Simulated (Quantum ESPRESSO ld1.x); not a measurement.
The numbers below are computed, except where a source is named.
All-electron atom: Co8+ in [Ar] 4s1 (not the ground configuration). Code: ld1.x of Quantum ESPRESSO 7.5. Model: Dirac Kohn-Sham, PBE, spin-unpolarised, spherical densities, point nucleus.

Unscreened Slater integrals over Kohn-Sham orbitals (cm^-1). Large and small components are both included. Empty in this configuration: 3d3/2.

integral          value
F0(4s1/2,4s1/2)  125590
F0(4s1/2,3p3/2)  156080
G1(4s1/2,3p3/2)   14756
F0(4s1/2,3p1/2)  156310
G1(4s1/2,3p1/2)   14735
F0(4s1/2,3s1/2)  156390
G0(4s1/2,3s1/2)   11002
F0(4s1/2,3d3/2)  156740
G2(4s1/2,3d3/2)   15673
F0(3p3/2,3p3/2)  274600
F2(3p3/2,3p3/2)  139240
F0(3p3/2,3p1/2)  275800
G2(3p3/2,3p1/2)  139680
F0(3p3/2,3s1/2)  276250
G1(3p3/2,3s1/2)  183450
F0(3p3/2,3d3/2)  277660
F2(3p3/2,3d3/2)  136250
G1(3p3/2,3d3/2)  160160
G3(3p3/2,3d3/2)  102090
F0(3p1/2,3p1/2)  277010
F0(3p1/2,3s1/2)  277450
G1(3p1/2,3s1/2)  183850
F0(3p1/2,3d3/2)  278970
G1(3p1/2,3d3/2)  161890
F0(3s1/2,3s1/2)  278250
F0(3s1/2,3d3/2)  279680
G2(3s1/2,3d3/2)  124340
F0(3d3/2,3d3/2)  284450
F2(3d3/2,3d3/2)  142040
